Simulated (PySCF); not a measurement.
## Unknowns

PySCF 2.14.0 with density-fitted response routines calculation with geometry from GFN2-xTB and GIAO PBE0/pcSseg-1 shieldings; gas phase, a single conformation, no relativistic terms, rapidly exchanging positions averaged.

References, each an isolated molecule treated in the same way: TMS for 1H, 13C. Where no couplings were computed, multiplicities follow the n + 1 count of equivalent neighbours, and m marks all less simple cases (inequivalent or close neighbours, rings, F or P nearby). Shifts are as computed. Against solution values, carbons near 30 ppm lie about +3 ppm off and those near 130 ppm about +5 ppm. Of 1211 compounds with measured shifts, 218 miss one by over three times the rms of a fit or turn the order of signals round; such compounds aren't used in these exercises. OH and NH positions are gas-phase values without hydrogen bonding to other molecules.

**Question.** C₈H₈O. 1H NMR (500 MHz, computed): δ 8.20 (d, 1H), 7.60 (d, 1H), 5.90 (s, 1H), 5.06 (m, 1H), 5.00 (m, 1H), 2.28 (s, 3H). 13C{1H} NMR (computed): δ 200.2, 165.3, 163.5, 159.6, 155.9, 110.4, 101.1, 34.9. Identify the compound.

**Answer.** `C=C1C=C/C1=C\C(C)=O`. Rings plus π bonds: 5 (1 ring in the answer). 8 carbon signals for 8 carbons: no two carbons are equivalent. Carbon types of the structure: 3 × C, 3 × CH, 1 × CH2, 1 × CH3, which accounts for all hydrogens. δC 200.2: ketone carbonyl carbon; low-lying n→π* states of the double bond to the heteroatom give a large paramagnetic term (-261 ppm). δC 163.5: β carbon of a C=C–C=O unit; conjugation with the carbonyl draws π density from the β position. δC 155.9: fully substituted alkene carbon; as expected for a trigonal carbon in a double bond. δC 110.4: α carbon of a C=C–C=O unit; as expected for a trigonal carbon in a double bond.

The shifts were computed for this structure.

**Question.** C₅H₁₅NSi₃. 1H NMR (300 MHz, computed): δ 6.76 (m, 1H), 5.79 (m, 1H), 5.36 (m, 1H), 5.32 (m, 1H), 5.12 (m, 1H), 3.97 (m, 1H), 3.80 (m, 1H), 1.97 (d, 3H), 1.73 (m, 1H), 1.28 (m, 1H), 1.04 (m, 1H), 0.89 (m, 1H), -0.53 (br s, 1H). 13C{1H} NMR (computed): δ 154.0 (CH), 133.7 (CH), 24.1 (CH3), 13.4 (CH2), 5.9 (CH2). Give a structure.

**Answer.** SMILES C(=C/C)/[Si@@H]1CC[SiH2][SiH2]N1. Rings plus π bonds: 2 (1 ring in the answer). 5 carbon signals for 5 carbons: no two carbons are equivalent. Carbon types of the structure: 2 × CH, 2 × CH2, 1 × CH3, leaving 6 H on heteroatoms. δC 154.0, 133.7: alkene CH; an sp2 carbon of a C=C bond. δH 6.76, 5.79: hydrogen on an alkene CH; olefinic region. δH 1.97: hydrogen on an allylic methyl carbon; allylic position. δH -0.53: hydrogen on a nitrogen bonded to 2 Si, in a 6-membered ring; exchangeable, gas-phase position.

This is the structure that produced the data.
